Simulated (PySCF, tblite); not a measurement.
Isomers of C4H12NSi (doublet state), one GFN2-xTB conformer each. Single-point energies are computed at B3LYP/pcH-1 (PySCF, gas phase, no added dispersion term), electronic only. GFN2-xTB treats the open shell by occupation alone, and not every SCF solution was tested for stability.

```json
{"SMILES": "CN(C)[Si](C)C", "GFN2-xTB relative energy (kJ/mol)": "0.0"}
{"SMILES": "CC(C)(N)[CH][SiH3]", "GFN2-xTB relative energy (kJ/mol)": "72.9"}
```

Conformers: `[CH3:1][N:2]([CH3:3])[Si:4]([CH3:5])[CH3:6]` (doublet state) with C1–N2–Si4–C5 44°; `[CH3:1][C:2]([CH3:3])([NH2:4])[CH:5][SiH3:6]` (doublet state) with C1–C2–N4–H -174° and -54°, C1–C2–C5–Si6 -100°.

**Question.** What does B3LYP/pcH-1 give for the same structures?

**Answer.** 
```csv
SMILES,B3LYP/pcH-1 E (Eh),B3LYP/pcH-1 (kJ/mol),GFN2-xTB (kJ/mol),point group
CN(C)[Si](C)C,-503.91682,0.0,0.0,Cs
CC(C)(N)[CH][SiH3],-503.87128,119.6,72.9,C1
```

Both levels put the same isomer lowest. As drawn, the higher has an N–H bond, which the lower lacks.

**Question.** What happens when harmonic zero-point energies from GFN2-xTB frequencies are added?

**Answer.** 
| SMILES | ZPE (kJ/mol) | electronic (kJ/mol) | with ZPE (kJ/mol) |
| --- | --- | --- | --- |
| CN(C)[Si](C)C | 405.9 | 0.0 | 0.0 |
| CC(C)(N)[CH][SiH3] | 384.2 | 119.6 | 97.8 |

The zero-point energies span 21.7 kJ/mol. The order is unchanged.
